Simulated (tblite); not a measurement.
Compound: CH11ClSi4.
Structure used (GFN2-xTB), in Å, numbered top down from 1:
```xyz
17
CH11ClSi4 angstrom
C     -0.643   -1.593   -1.018
Si    -0.008   -0.067   -0.038
Si     1.053    1.353   -1.579
Si     1.447   -0.875    1.620
Si    -1.937    0.921    0.847
Cl    -1.296    2.523    1.940
H     -1.156   -2.300   -0.371
H      0.183   -2.123   -1.484
H     -1.334   -1.310   -1.806
H      2.153    0.692   -2.289
H      1.627    2.520   -0.907
H      0.151    1.864   -2.617
H      0.966   -0.610    2.978
H      2.778   -0.268    1.516
H      1.651   -2.324    1.529
H     -2.897    1.479   -0.110
H     -2.743    0.128    1.780
```

Level: GFN2-xTB in tblite, geometry and Hessian alike; calculated harmonic values, unscaled, isolated species. Errors from tens to a few hundred cm⁻¹ against measured bands are possible. Modes of hydrogen on silicon can be 10 to 20 % off. One conformer, not necessarily the lowest. The optimisation stopped once no atom felt more than 0.01 eV/Å.

Lowest wavenumbers of the output (negative numbers stand for imaginary wavenumbers):
```
mode    cm-1
  1     -36.5
  2      22.1
  3      29.5
  4      56.9
  5      84.7
  6      88.8
  7     138.6
  8     139.8
  9     144.5
 10     157.0
```

Is this structure a minimum?

Not by this Hessian. 1 mode is imaginary beyond 20i (36i cm⁻¹), so at this level the point lies at or near a first-order saddle. The curvature is small, so loose convergence or finite differences may be the whole cause.

Which atoms move in the imaginary mode?

36i: H14 (Si–H hydrogen) 33 %, H15 (Si–H hydrogen) 33 %, H13 (Si–H hydrogen) 33 %. These are shares of the mass-weighted motion.

What is the remedy?

Step along that mode in both directions, optimise again with tighter thresholds and repeat the frequencies. The zero-point energy of this point (64.2 kcal/mol) counts the 44 real modes alone, and thermal corrections from it aren't those of a minimum.
